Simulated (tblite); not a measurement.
Task: What does the GFN2-xTB structure of `P[Si@@H]1[SiH2]CCN[SiH2]1` look like in three dimensions?

Result: 
```xyz
19
C2H12NPSi3 angstrom
P      3.5469   -0.0135   -0.4194
Si     1.4370    0.4978    0.1737
Si     0.2174   -1.1826    1.2709
C     -1.6178   -0.8744    0.8071
C     -1.8766    0.5147    0.2064
N     -1.3742    0.6344   -1.1440
Si     0.1521    1.2700   -1.6080
H      3.2204   -1.1791   -1.0820
H      3.8288   -0.6964    0.7452
H      1.7027    1.5844    1.1502
H      0.5493   -2.5655    0.8866
H      0.2994   -1.1705    2.7424
H     -2.2443   -0.9874    1.6920
H     -1.9611   -1.6205    0.0896
H     -2.9538    0.7160    0.2049
H     -1.4045    1.2784    0.8325
H     -2.0561    0.3825   -1.8384
H      0.3953    0.6852   -2.9305
H      0.1295    2.7356   -1.7866
```

Orientation and origin are arbitrary. Atoms count from 1 in this order. Of the pairs four or more bonds apart, Si2···H16 is among the closest relative to their van der Waals radii: 3.02 Å, 92 % of the sum of Bondi's values. P1 (three-coordinate phosphorus) is pyramidal (angles 95.5°, 94.7° and 92.0°, sum 282.3°, 0.84 Å off the plane of its three neighbours). N6 (silicon-bound nitrogen) is planar (angles 126.3°, 120.6° and 112.9°, sum 359.8°, 0.04 Å off the plane of its three neighbours). Si2 (SiH silicon) is distorted tetrahedral (angles from 99.9° to 116.6°).

Bonds between heavy atoms (Å): P1–Si2 2.251, Si2–Si3 2.348, Si3–C4 1.918, C4–C5 1.535, C5–N6 1.446, N6–Si7 1.717, Si2–Si7 2.328.

The geometry is computed with GFN2-xTB (gas phase).

Point group: C1 (no symmetry element, even within 0.4 Å). Its GFN2-xTB frequencies are all real (lowest 30 cm⁻¹). One conformer, not necessarily the lowest (H–P1–Si2–Si3 52° and -40°, P1–Si2–Si3–C4 -150°, Si2–Si3–C4–C5 -15°, Si3–C4–C5–N6 73°, C4–C5–N6–Si7 -95°). 2 starts were optimised and ended at 0.00 and 0.08 kcal/mol (GFN2-xTB); the lowest of these is shown.
